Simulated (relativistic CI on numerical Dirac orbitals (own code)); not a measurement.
## Ru²⁺: 3p photoemission

Computed with this model: Dirac-Coulomb-Breit CI, separate exchange-only KLI orbitals for each configuration, QED by a radiative potential, valence Slater integrals scaled by 0.8, multiplet model of photoemission in the sudden approximation; configurations [Kr] 4d6 → [Ne] 3s2 3p5 3d10 4s2 4p6 4d6; 300 K; Lorentzian 1.4 eV and Gaussian 0.6 eV FWHM. Energies are those of the free ion, without screening or charge transfer. The energies are binding energies and can lie tens of eV above those of solids. S is read from ⟨S²⟩ = S(S + 1).

Field parameters in Wybourne normalisation: D4h B²₀ = −7Ds, B⁴₀ = 21(Dq − Dt), B⁴₄ = 21√(5/14) Dq. The field is a parameter set, without covalency.

Computed curve for D4h, 10Dq = 36400, Ds = 1760, Dt = 580 cm⁻¹, scaled to 100 at the maximum (points under 2 are left out and the grid is thinned):

```
Energy (eV)  Intensity
      489.6        2.0
      490.0        2.4
      490.6        3.1
      491.0        3.7
      491.6        5.2
      492.0        6.7
      492.6       10.6
      493.0       15.3
      493.4       23.6
      494.0       51.2
      494.4       82.1
      495.0       95.0
      495.4       66.1
      496.0       30.3
      496.4       19.0
      497.0       10.9
      497.4        8.1
      497.8        6.4
      498.4        4.7
      498.8        3.9
      499.4        3.1
      499.8        2.8
      500.4        2.3
      500.8        2.0
      513.8        2.2
      514.4        3.1
      514.8        4.0
      515.4        6.5
      515.8        9.6
      516.4       19.8
      516.8       33.4
      517.4       50.5
      517.8       41.4
      518.2       25.9
      518.8       12.0
      519.2        7.8
      519.8        4.6
      520.2        3.5
      520.8        2.5
      521.2        2.0
```

The ground state has S = 0.02, and the centroid lies at 502.37 eV.
